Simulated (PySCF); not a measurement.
# One molecule, several mistakes: AlBH3NSi

Calculated results; nothing here was measured. They come from PySCF 2.14.0, an open-source quantum chemistry program, on an isolated molecule that a program drew, which may never have been made. The molecule is AlBH3NSi (charge 0, singlet), drawn as the SMILES string `B[SiH]=[N][Al]`.

Each row is a Hartree-Fock (HF) and frozen-core CCSD(T) single point in the cc-pV(D+d)Z basis, meant for a local HF minimum. Run 1 is clean. Each other run has one planted mistake out of seven kinds, and not every kind appears here: one electron removed, one electron added, multiplicity raised by two, geometry at a saddle point, minimal basis STO-3G, one bond length entered in bohr, all coordinates scaled. The reference is restricted for singlets and unrestricted otherwise, and also for a bond in bohr. Adding or removing an electron swaps singlet and doublet. Electrons count all cores. HOMO and LUMO are orbital energies over both spins, the gradient is its largest component, and the lowest frequency (negative if imaginary) is given only where the gradient is small. Bond lengths are over the 6 bonds as drawn. T1 is the CCSD diagnostic: over 0.02 (restricted) or 0.045 (unrestricted) a single reference is doubtful.

Geometry of the clean run:
```xyz
7
AlBH3NSi, angstrom
B    -1.4484    1.8711   -0.9809
Si    0.4744    2.3209   -0.5264
N     1.3316    1.5243    0.5258
Al    2.3247    0.6537    1.6996
H    -2.3559    2.3612   -0.3715
H    -1.7088    1.0922   -1.8530
H     0.9956    3.4842   -1.2900
```

| run | electrons | basis functions | <S^2> | HOMO (eV) | LUMO (eV) | gradient (hartree/bohr) | lowest frequency (cm^-1) | mean bond (Å) | longest bond (Å) | T1 | HF (hartree) | CCSD(T) (hartree) | mistake |
|---|---|---|---|---|---|---|---|---|---|---|---|---|---|
| 1 | 42 | 89 | 0.000 | -7.59 | 0.84 | 1.2e-05 | 62 | 1.5415 | 2.026 | 0.0205 | -611.70156 | -612.13970 | no fault |
| 2 | 42 | 89 | 0.000 | -7.94 | 0.84 | 3.9e-02 | - | 1.6494 | 2.168 | 0.0236 | -611.67138 | -612.12427 | all coordinates scaled |
| 3 | 42 | 31 | 0.000 | -3.96 | 6.60 | 2.1e-02 | - | 1.5415 | 2.026 | 0.0213 | -604.34893 | -604.57041 | minimal basis STO-3G |
| 4 | 41 | 89 | 0.755 | -14.50 | -5.84 | 5.2e-02 | - | 1.5415 | 2.026 | 0.0219 | -611.45656 | -611.85642 | one electron removed |
| 5 | 43 | 89 | 0.762 | -1.37 | 5.21 | 6.3e-02 | - | 1.5415 | 2.026 | 0.0208 | -611.70888 | -612.16645 | ? |
| 6 | 42 | 89 | 2.174 | -6.16 | -0.98 | 9.1e-02 | - | 1.5415 | 2.026 | 0.0622 | -611.61686 | -612.03983 | ? |

**Which mistake was planted in run 5, and what did it cost?**

It counts 43 electrons, one more than the clean run, at the same geometry and basis. So the mistake is: one electron added. Subtracting run 1 and multiplying by 627.51 kcal/mol a hartree, the energy moved by -4.6 kcal/mol in HF and -16.8 kcal/mol in CCSD(T).

**Which mistake was planted in run 6, and what did it cost?**

Electrons, basis and geometry are unchanged, and <S^2> is 2.174, beside S(S+1) = 2.00 for a multiplicity of 3. So the mistake is: multiplicity raised by two. Subtracting run 1 and multiplying by 627.51 kcal/mol a hartree, the energy moved by 53.2 kcal/mol in HF and 62.7 kcal/mol in CCSD(T).

Cautions from the logs. Run 1: T1 is over the limit, so its CCSD(T) energy is less reliable; run 2: T1 is over the limit, so its CCSD(T) energy is less reliable; run 3: T1 is over the limit, so its CCSD(T) energy is less reliable; run 6: T1 is over the limit, so its CCSD(T) energy is less reliable.
